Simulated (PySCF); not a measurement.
Parent: `[OH:1][B:2]([OH:3])[SiH3:4]` with H–O1–B2–O3 0°, O1–B2–O3–H 0°, BH5O2Si.

Computed, not measured: PBE0-D3(BJ)/def2-SVP geometry optimisation, gas phase in PySCF. One conformer each, not checked by frequencies here.

```tsv
coordinate of the parent	value
O1–B2	1.361 Å
B2–O3	1.362 Å
B2–Si4	2.034 Å
O1–B2–O3	124.0°
O1–B2–Si4	118.9°
O3–B2–Si4	117.1°
```

Task: How does the shared frame change in `[NH2:1][SiH2:2][B:3]([OH:4])[OH:5]` with H–N1–Si2–B3 -82° and 149°, N1–Si2–B3–O4 167°, Si2–B3–O4–H 178°, Si2–B3–O5–H 2°, BH6NO2Si? Atoms pair as O1 = O4, B2 = B3, O3 = O5, Si4 = Si2 (parent first).

Result: 
```tsv
parent	relative	value in the relative	change
O1–B2	O4–B3	1.355 Å	-0.006
B2–O3	B3–O5	1.358 Å	-0.004
B2–Si4	B3–Si2	2.029 Å	-0.005
O1–B2–O3	O4–B3–O5	121.0°	-3.0
O1–B2–Si4	O4–B3–Si2	127.0°	+8.1
O3–B2–Si4	O5–B3–Si2	111.9°	-5.2
```

Of the parent's bonds, O1–B2 and B2–Si4 change most and about equally (-0.006 to -0.005 Å). Bonds of the relative outside the shared frame: N1–Si2 1.777 Å. Point group Cs → C1.

Task: How does the shared frame change in `[CH3:1][S:2][SiH2:3][B:4]([OH:5])[OH:6]` with C1–S2–Si3–B4 62°, S2–Si3–B4–O5 113°, Si3–B4–O5–H 2°, Si3–B4–O6–H 176°, CH7BO2SSi? Atoms pair as O1 = O5, B2 = B4, O3 = O6, Si4 = Si3 (parent first).

Result: 
| parent | relative | value in the relative | change |
| --- | --- | --- | --- |
| O1–B2 | O5–B4 | 1.362 Å | +0.001 |
| B2–O3 | B4–O6 | 1.359 Å | -0.003 |
| B2–Si4 | B4–Si3 | 2.037 Å | +0.003 |
| O1–B2–O3 | O5–B4–O6 | 117.9° | -6.1 |
| O1–B2–Si4 | O5–B4–Si3 | 124.9° | +6.0 |
| O3–B2–Si4 | O6–B4–Si3 | 117.2° | +0.1 |

No shared bond changes by more than 0.004 Å. Bonds of the relative outside the shared frame: C1–S2 1.825, S2–Si3 2.152 Å. Point group Cs → C1.
